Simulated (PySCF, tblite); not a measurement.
Rigid-rotor lines calculated for a species of formula C4H7F3S2Si (commonest isotopes; PBE0/pcSseg-1 in PySCF (dipole) on a GFN2-xTB geometry, gas phase), labelled J(Ka,Kc):

| transition | MHz |
| --- | --- |
| 2(1,2) ← 1(1,1) | 1243.3 |
| 1(0,1) ← 0(0,0) | 645.7 |
| 2(0,2) ← 1(0,1) | 1289.9 |
| 1(1,1) ← 0(0,0) | 1777.8 |
| 2(1,1) ← 1(1,0) | 1339.5 |

**Question.** Find the rotational constants.

**Answer.** 1(0,1) ← 0(0,0) is B + C, 2(1,1) ← 1(1,0) is 3B + C and 2(1,2) ← 1(1,1) is B + 3C, so B − C is half the difference of the last two, 48.1 MHz. 1(1,1) ← 0(0,0) is A + C. A = 1479.0, B = 346.9, C = 298.8 MHz.

**Question.** What moments of inertia, asymmetry and inertial defect follow?

**Answer.** I = 505379 MHz·u·Å² over each constant: Ia = 341.70, Ib = 1456.86, Ic = 1691.31 u·Å²; κ = (2B − A − C)/(A − C) = -0.919 (near-prolate asymmetric top); Δ = Ic − Ia − Ib = -107.25 u·Å².

**Question.** Which dipole components do these lines need?

**Answer.** μa and μb (a-type: ΔKa even, ΔKc odd; b-type: both odd). The calculation gives |μa| = 4.91 D, |μb| = 0.47 D, |μc| = 0.65 D.

**Question.** Where do these fall, and of which type are they? 4(1,4) ← 3(1,3); 3(1,2) ← 3(0,3); 2(2,0) ← 1(1,0); 2(1,2) ← 1(0,1); 3(3,1) ← 3(2,2); 3(1,2) ← 2(0,2); 3(3,0) ← 2(2,0); 4(2,2) ← 3(1,3).

**Answer.** 
```tsv
transition	MHz	type	branch
3(1,2) ← 3(0,3)	1307	b	Q
2(1,2) ← 1(0,1)	2375	b	R
4(1,4) ← 3(1,3)	2484	a	R
3(1,2) ← 2(0,2)	3238	c	R
2(2,0) ← 1(1,0)	4737	c	R
3(3,1) ← 3(2,2)	5782	b	Q
4(2,2) ← 3(1,3)	6218	b	R
3(3,0) ← 2(2,0)	7717	c	R
```

**Question.** Which structure gave them?

**Answer.** `CS[SiH2]S/C=C/C(F)(F)F`, point group C1. Three constants can't fix a structure by themselves; this is the one that was computed:
```
atom  x, y, z in Å
C1     3.544    1.086   -0.266
S2     1.756    0.831   -0.462
Si3    1.671   -1.258   -0.039
S4    -0.357   -1.964   -0.296
C5    -1.321   -0.551    0.015
C6    -2.649   -0.599    0.067
C7    -3.482    0.610    0.321
F8    -4.287    0.903   -0.719
F9    -4.299    0.445    1.379
F10   -2.764    1.715    0.567
H11    3.851    0.789    0.731
H12    4.079    0.513   -1.017
H13    3.722    2.146   -0.411
H14    2.072   -1.496    1.342
H15    2.448   -2.023   -1.000
H16   -0.783    0.375    0.148
H17   -3.207   -1.511   -0.071
```

The values belong to one conformer (point group C1) with, in the numbering `[CH3:1][S:2][SiH2:3][S:4]/[CH:5]=[CH:6]/[C:7]([F:8])([F:9])[F:10]`, C1–S2–Si3–S4 -177°, S2–Si3–S4–C5 -27°, Si3–S4–C5–C6 -174°. Its lowest GFN2-xTB frequency is 14 cm⁻¹, too small to tell a flat minimum from a shallow saddle. Constants of a rigid frame at the computed geometry: no zero-point averaging, no centrifugal distortion. A rigid rotor knows nothing of internal rotation, which can split or shift real lines.
